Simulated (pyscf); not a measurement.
[O=W(OH)(OH)–OH]• (SMILES [O]=[W]([OH])([OH])[OH]) → [O–WH(=O)(OH)–OH]• (SMILES [O][WH](=[O])([OH])[OH]), a hydrogen shift (doublet surface; H–O broken, H–W formed). Single points on ωB97X-D3(BJ)/def2-SVP structures (PySCF, gas phase). Energies in eV from the reactant's lowest minimum found.

Small-basis levels: PySCF, no dispersion term, spherical d functions. AM1 to PM7: differences of heats of formation from MOPAC, which are fitted to 298 K values and so differ in kind from electronic energies by zero-point and thermal terms. Open shells are spin-unrestricted. 

```json
[
 {"level": "HF/6-31G*+LANL2DZ", "barrier": "3.10", "reaction energy": "+2.63"},
 {"level": "MP2/6-31G*+LANL2DZ", "barrier": "2.21", "reaction energy": "+2.11"},
 {"level": "SVWN5/6-31G*+LANL2DZ", "barrier": "1.44", "reaction energy": "+1.36"},
 {"level": "BP86/6-31G*+LANL2DZ", "barrier": "1.53", "reaction energy": "+1.38"},
 {"level": "B3LYP/6-31G*+LANL2DZ", "barrier": "1.90", "reaction energy": "+1.72"},
 {"level": "M06-2X/6-31G*+LANL2DZ", "barrier": "2.37", "reaction energy": "+2.30"},
 {"level": "B3LYP/6-311+G**+LANL2DZ", "barrier": "2.02", "reaction energy": "+1.90"},
 {"level": "B3LYP/def2-SVP", "barrier": "1.83", "reaction energy": "+1.70"},
 {"level": "PM6", "barrier": "1.23", "reaction energy": "+1.13"},
 {"level": "ωB97M-D3(BJ)/def2-TZVP", "barrier": "1.98", "reaction energy": "+1.92"}
]
```

Against the last row the barrier runs from -0.75 (PM6) to +1.12 eV (HF/6-31G*+LANL2DZ). ωB97M-D3(BJ)/def2-TZVP has limits of its own. One saddle was located; it need not be the lowest between these sides. Open-shell species with a d-block atom are single-reference here; other states, and whether the spin sits on metal or ligand, were not checked. In the def2 sets elements past Kr carry core potentials, without spin-orbit coupling.
